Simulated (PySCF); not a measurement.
## Choosing a basis for TDDFT

Species: C3H5GaO2.
SMILES: `C1=C[O][GaH2-][O+]=C1`

TDDFT with PBE0 (PySCF), vertical singlets, core orbitals frozen in the response, spherical d and f functions. Geometry: PBE0-D3(BJ)/def2-SVP; no solvent, vibrations or thermal averaging. Relativistic effects, spin–orbit coupling among them, are left out although an element past zinc is present.

```tsv
basis	functions	diffuse	S1 (eV)	S2 (eV)	S3 (eV)	S4 (eV)	S5 (eV)	LUMO (eV)	α (au)
6-31G*	112	no	4.53	4.56	5.81	5.86	6.49	-1.78	59.0
def2-SVP	127	no	4.47	4.48	5.70	5.70	6.78	-2.00	60.7
def2-SVPD	184	yes	4.33	4.41	5.55	5.62	6.56	-2.20	70.8
aug-cc-pVDZ	196	yes	4.35	4.38	5.58	5.63	6.04	-2.13	72.2
def2-TZVP	233	no	4.39	4.40	5.61	5.64	6.61	-2.09	68.0
def2-TZVPD	290	yes	4.35	4.39	5.57	5.62	6.30	-2.15	72.1
```

Question: Compare the sets with the largest diffuse one.

Answer: States are compared by their number. Against the largest diffuse basis here (def2-TZVPD, itself not a converged limit), sets without diffuse functions differ by up to 0.18 eV in S1 and 0.49 eV in S5; the smaller diffuse sets differ by up to 0.02 and 0.27 eV. S1 is led by HOMO-1→LUMO (99%) in 6-31G* and by HOMO→LUMO (94%) in def2-TZVPD. S1 is led by HOMO-1→LUMO (99%) in def2-SVP and by HOMO→LUMO (94%) in def2-TZVPD. State by state, the largest deviation of a set without diffuse functions is S1 0.18, S2 0.18, S3 0.24, S4 0.24, S5 0.49 eV. The same number needn't mean the same state in each row. Against def2-TZVPD the polarisability deviates by -18% in 6-31G*, -16% in def2-SVP, -2% in def2-SVPD, 0% in aug-cc-pVDZ, -6% in def2-TZVP.
